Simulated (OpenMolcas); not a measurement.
# Co6+, Rh6+, Ir6+: d3 down the group

| Quantity | Value |
| --- | --- |
| Program | OpenMolcas 26.06 |
| Method | SS-CASPT2, IPEA 0.25 Eh, imaginary shift 0.1 Eh |
| Basis | ANO-RCC-VTZP |
| Scalar Hamiltonian | DKH2, point nucleus |
| Spin-orbit coupling | RASSI with atomic mean-field integrals over the reference wave functions, term energies averaged over their components |

Active space for each ion: 3 electrons in 5 orbitals (d); closed shells correlated by CASPT2: Co6+ 3s 3p; Rh6+ 4s 4p; Ir6+ 5s 5p.

Computed levels in cm-1 above 4F 3/2:

```csv
Level,Co6+,Rh6+,Ir6+
4F 5/2,736,1882,8450
4F 7/2,1717,4090,14600
4P 1/2,22210,15320,20340
4P 5/2,23360,18080,29890
2G 7/2,24410,18020,27990
2G 9/2,25370,19130,45520
2P 1/2,32850,23900,36080
2H 9/2,33560,25430,29370
2D 5/2(1),34210,26730,41680
weight of 4F in the lowest level (%),100,97,79
```

Mixed levels, with the weight of the term that names them: Rh6+ 2G 9/2 (66 %), Rh6+ 2H 9/2 (69 %), Ir6+ 4P 1/2 (71 %), Ir6+ 2G 9/2 (58 %), Ir6+ 2P 1/2 (71 %), Ir6+ 2H 9/2 (55 %).

Measured, with the error of the calculation in %. Measured levels: Co6+ from Sugar and Corliss, J. Phys. Chem. Ref. Data 10, 1097 (1981).

```tsv
Level	Co6+
4F 5/2	698 (+5.5)
4F 7/2	1610 (+6.7)
4P 1/2	21096 (+5.3)
4P 5/2	22187 (+5.3)
```

The fine-structure level 4F 7/2 changes by a factor of 8.5 from Co6+ to Ir6+.

Without spin-orbit coupling 4P lies 21260, 13200, 12420 cm-1 above 4F in that order; the difference to the level 4P 1/2, of either sign, comes from spin-orbit coupling, which also lowers the zero.

CASPT2 breaks the degeneracy within a term, and the mean is taken; among the terms shown or strongly mixed into the levels shown the widest spread is 1100 cm-1 (3d3 2H, Co6+). Terms from blocks run as CI alone lack orbitals of their own. The CASPT2 spread within a term exceeds the gap to the next term for 3d3 2P and 3d3 2D(1), 3d3 2D(1) and 3d3 2H, so the order of their levels is uncertain, and so are names and mixing where such terms share a J (figures for Co6+; the like holds for Rh6+, Ir6+). Computed and measured levels are paired by configuration, term and J; levels that our copy of the source lacks, or whose pairing is in doubt (as where it misses far off the trend of its configuration), stay unpaired and out of the deviations. Only configurations of the active space appear.

A number in round brackets counts repeated terms of one configuration in the order of the reference energies.
